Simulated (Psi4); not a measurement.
Psi4 input (wB97X-D/6-311+G**):

```
memory 1500 MB

molecule {
1 1
F    -0.00000000   -0.00000000   -1.22923556
B     0.00000000    0.00000000    0.00000000
F     0.00000000    0.00000000    1.22923556
symmetry c1
no_reorient
no_com
}

set {
  basis 6-311+G**
  reference rks
  scf_type pk
  dft_radial_points 99
  dft_spherical_points 590
  e_convergence 1e-8
  d_convergence 1e-7
  maxiter 150
}

e = energy('wb97x-d')
print_out(f'\nFINAL {e:.10f} DIPOLE {variable("CURRENT DIPOLE")[0]:.6f} {variable("CURRENT DIPOLE")[1]:.6f} {variable("CURRENT DIPOLE")[2]:.6f}\n')
```

Output:

```
   => Loading Basis Set <=

    Name: 6-311+G**
    Role: ORBITAL
    Keyword: BASIS
    atoms 1, 3 entry F          line   192 file 6-311pgss.gbs
    atoms 2    entry B          line   108 file 6-311pgss.gbs

   => WB97X-D: Empirical Dispersion <=

    Chai and Head-Gordon Dispersion Correction
    Chai, J.-D.; Head-Gordon, M. (2010), J. Chem. Phys., 132: 6615-6620

        s6 =       1.000000

         ---------------------------------------------------------
                                   SCF
               by Justin Turney, Rob Parrish, Andy Simmonett
                          and Daniel G. A. Smith
                              RKS Reference
         ---------------------------------------------------------

  ==> Geometry <==

    Molecular point group: c1
    Full point group: D_inf_h

    Geometry (in Angstrom), charge = 1, multiplicity = 1:

       Center              X                  Y                   Z               Mass
    ------------   -----------------  -----------------  -----------------  -----------------
         F            0.000000000000     0.000000000000    -1.229235560000    18.998403162730
         B            0.000000000000     0.000000000000     0.000000000000    11.009305360000
         F            0.000000000000     0.000000000000     1.229235560000    18.998403162730

  Running in c1 symmetry.

  Rotational constants: A = ************  B =      0.29362  C =      0.29362 [cm^-1]
  Rotational constants: A = ************  B =   8802.37514  C =   8802.37514 [MHz]
  Nuclear repulsion =   56.179326599073491

  Charge       = 1
  Multiplicity = 1
  Electrons    = 22
  Nalpha       = 11
  Nbeta        = 11

  ==> Algorithm <==

  SCF Algorithm Type is PK.
  DIIS enabled.
  MOM disabled.
  Fractional occupation disabled.
  Guess Type is SAD.
  Energy threshold   = 1.00e-08
  Density threshold  = 1.00e-07
  Integral threshold = 1.00e-12

  ==> Primary Basis <==

  Basis Set: 6-311+G**
    Blend: 6-311+G**
    Number of shells: 30
    Number of basis functions: 66
    Number of Cartesian functions: 69
    Spherical Harmonics?: true
    Max angular momentum: 2

  ==> DFT Potential <==

   => LibXC <=

    Version 7.1.2
    S. Lehtola, C. Steigemann, M. J. T. Oliveira, and M. A. L. Marques,  SoftwareX 7, 1–5 (2018) (10.1016/j.softx.2017.11.002)

   => Composite Functional: WB97X-D <=

    wB97X-D Hyb-GGA Exchange-Correlation Functional

    J.-D. Chai and M. Head-Gordon,  Phys. Chem. Chem. Phys. 10, 6615–6620 (2008) (10.1039/B810189B)

    Deriv               =              1
    GGA                 =           TRUE
    Meta                =          FALSE

    Exchange Hybrid     =           TRUE
    MP2 Hybrid          =          FALSE

   => Exchange-Correlation Functionals <=

    1.0000   wB97X-D range-separated functional

   => Exact (HF) Exchange <=

    0.7780            HF,LR [omega = 0.2000]
    0.2220               HF

   => LibXC Density Thresholds  <==

    XC_HYB_GGA_XC_WB97X_D:  1.00E-14

   => Molecular Quadrature <=

    Radial Scheme          =       TREUTLER
    Pruning Scheme         =           NONE
    Nuclear Scheme         =       TREUTLER

    Blocking Scheme        =         OCTREE
    BS radius alpha        =              1
    Pruning alpha          =              1
    Radial Points          =             99
    Spherical Points       =            590
    Total Points           =         171900
    Total Blocks           =           1322
    Max Points             =            256
    Max Functions          =             66
    Weights Tolerance      =       1.00E-15

  ==> Integral Setup <==

  Using in-core PK algorithm.
   Calculation information:
      Number of atoms:                   3
      Number of AO shells:              30
      Number of primitives:             57
      Number of atomic orbitals:        69
      Number of basis functions:        66

      Integral cutoff                 1.00e-12
      Number of threads:                 1

  Performing in-core PK
  Using 7336098 doubles for integral storage.
  We computed 102257 shell quartets total.
  Whereas there are 108345 unique shell quartets.

  Computing range-separated integrals for PK
  We computed 102257 wK shell quartets total.
  Whereas there are 108345 wK unique shell quartets.

  ==> DiskJK: Disk-Based J/K Matrices <==

    J tasked:                  Yes
    K tasked:                  Yes
    wK tasked:                 Yes
    Omega:               2.000E-01
    Schwarz Cutoff:          1E-12


  Cached 100.0% of DFT collocation blocks in 0.276 [GiB].

  Minimum eigenvalue in the overlap matrix is 9.2835632511E-05.
  Reciprocal condition number of the overlap matrix is 1.7199927021E-05.
    Using symmetric orthogonalization.

  ==> Pre-Iterations <==

  SCF Guess: Superposition of Atomic Densities via on-the-fly atomic UHF (no occupation information).

   -------------------------
    Irrep   Nso     Nmo
   -------------------------
     A         66      66
   -------------------------
    Total      66      66
   -------------------------

  ==> Iterations <==

                        Total Energy        Delta E     RMS |[F,P]|

   @RKS iter SAD:  -224.04799322082249   -2.24048e+02   0.00000e+00
   @RKS iter   1:  -224.18464756033316   -1.36654e-01   6.82668e-03 DIIS/ADIIS
   @RKS iter   2:  -224.16280022309854    2.18473e-02   8.59041e-03 DIIS/ADIIS
   @RKS iter   3:  -224.25062706246297   -8.78268e-02   2.17941e-04 DIIS/ADIIS
   @RKS iter   4:  -224.25069892664570   -7.18642e-05   5.42788e-05 DIIS
   @RKS iter   5:  -224.25070292225848   -3.99561e-06   6.04038e-06 DIIS
   @RKS iter   6:  -224.25070302415750   -1.01899e-07   9.42476e-07 DIIS
   @RKS iter   7:  -224.25070302850187   -4.34437e-09   1.17587e-07 DIIS
   @RKS iter   8:  -224.25070302858768   -8.58051e-11   1.25180e-08 DIIS
  Energy and wave function converged.

  ==> Post-Iterations <==

   Electrons on quadrature grid:
      Ntotal   =   22.0000000313 ; deviation = 3.127e-08

    Orbital Energies [Eh]
    ---------------------

    Doubly Occupied:

       1A    -25.222703     2A    -25.222687     3A     -7.397210
       4A     -1.742230     5A     -1.734296     6A     -1.031854
       7A     -1.024819     8A     -0.964582     9A     -0.964582
      10A     -0.908888    11A     -0.908888

    Virtual:

      12A     -0.241944    13A     -0.225936    14A     -0.225936
      15A     -0.073674    16A     -0.073536    17A     -0.073536
      18A     -0.061260    19A      0.101545    20A      0.103504
      21A      0.103830    22A      0.103830    23A      0.155395
      24A      0.155395    25A      0.195742    26A      0.238975
      27A      0.238975    28A      0.259451    29A      0.386049
      30A      0.484824    31A      0.523523    32A      0.523523
      33A      0.545930    34A      0.780642    35A      0.780642
      36A      0.931842    37A      1.070474    38A      1.070474
      39A      1.119689    40A      1.142815    41A      1.142815
      42A      1.494747    43A      1.524415    44A      1.524415
      45A      1.720544    46A      1.852305    47A      2.076598
      48A      3.462124    49A      3.462125    50A      3.519101
      51A      3.519102    52A      3.562395    53A      3.562395
      54A      4.025731    55A      4.025731    56A      4.143013
      57A      4.269736    58A      5.974625    59A      5.974625
      60A      6.040482    61A      6.040482    62A      6.164012
      63A      6.426525    64A     14.914223    65A     66.524058
      66A     66.587179

    Final Occupation by Irrep:
              A
    DOCC [    11 ]
    NA   [    11 ]
    NB   [    11 ]

  @RKS Final Energy:  -224.25070302858768

   => Energetics <=

    Nuclear Repulsion Energy =             56.1793265990734909
    One-Electron Energy =                -414.6189216294869198
    Two-Electron Energy =                 151.6885774276205723
    DFT Exchange-Correlation Energy =     -17.4995687811972225
    Empirical Dispersion Energy =          -0.0001166445976022
    VV10 Nonlocal Energy =                  0.0000000000000000
    Total Energy =                       -224.2507030285876795

Computation Completed

Properties will be evaluated at   0.000000,   0.000000,   0.000000 [a0]

Properties computed using the SCF density matrix

 Multipole Moments:

 ------------------------------------------------------------------------------------
     Multipole            Electronic (a.u.)      Nuclear  (a.u.)        Total (a.u.)
 ------------------------------------------------------------------------------------

 L = 1.  Multiply by 2.5417464519 to convert [e a0] to [Debye]
 Dipole X            :         -0.0000000            0.0000000           -0.0000000
 Dipole Y            :          0.0000000            0.0000000            0.0000000
 Dipole Z            :          0.0000000            0.0000000            0.0000000
 Magnitude           :                                                    0.0000000

 ------------------------------------------------------------------------------------

FINAL -224.2507030286 DIPOLE -0.000000 0.000000 0.000000

*** Psi4 exiting successfully. Buy a developer a beer!
```

The dipole moment of an ion depends on the origin.
